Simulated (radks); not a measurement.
Excited configurations of the thallium ion Tl2+: one electron is placed in a higher orbital outside [Xe] 4f14 5d10. The ground configuration is [Xe] 4f14 5d10 6s1. Calculated with a radial shooting solver on a logarithmic mesh with Libxc functionals: Dirac Kohn-Sham, PBE, spin-unpolarised, spherical densities, point nucleus; open shells fill j = l - 1/2 first. Excitation = E - E(ground); binding = E(ion) - E, where the ion is the core of charge +3; n* = 3/sqrt(2 binding) in atomic units, and the quantum defect is n - n*.

| outer orbital | excitation (eV) | binding (eV) | n* | quantum defect | eigenvalue (eV) | <r> (bohr) |
|---|---|---|---|---|---|---|
| 5f5/2 | 21.946 | 8.195 | 3.866 | 1.134 | -6.347 | 5.297 |
| 6p1/2 | 7.954 | 22.186 | 2.349 | 3.651 | -18.138 | 2.694 |
| 6d3/2 | 18.275 | 11.866 | 3.212 | 2.788 | -9.587 | 4.366 |
| 6f5/2 | 24.562 | 5.579 | 4.685 | 1.315 | -4.561 | 9.076 |
| 7s1/2 | 17.200 | 12.941 | 3.076 | 3.924 | -11.059 | 4.907 |
| 7p1/2 | 19.493 | 10.648 | 3.391 | 3.609 | -9.050 | 5.662 |
| 7d3/2 | 23.082 | 7.059 | 4.165 | 2.835 | -5.940 | 8.022 |
| 7f5/2 | 26.211 | 3.930 | 5.582 | 1.418 | -3.317 | 13.94 |

The Delta-SCF ionisation energy is 30.141 eV (NIST Atomic Spectra Database: 29.852 eV, measured). Self-interaction in the functional shifts the binding energies and quantum defects, so they are the method's values and not measured ones. Spin polarisation and multiplet splitting are left out, so open shells lie too high by an amount that depends on their filling.

Beside tabulated values, note that spin-unpolarised runs miss the spin-polarisation part of the exchange energy of open shells.
